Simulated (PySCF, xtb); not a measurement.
Ni(CO)2 (C2NiO2), SMILES [O+]#[C-]->[Ni]<-[C-]#[O+], multiplicity 1.

xtb 6.7.1 with GFN2-xTB at its own geometry gives an orbital gap of 1.92 eV and a dipole moment of 1.51 D.

Geometry: B3LYP-D3(BJ)/def2-SVP. The spin state was assumed, not searched.

Q: What does PBE/def2-TZVP in PySCF give? (An estimate is asked for; the answer gives what the named calculation found.)

A: gap 2.37 eV (levels -5.41 and -3.04 eV), dipole 1.42 D.
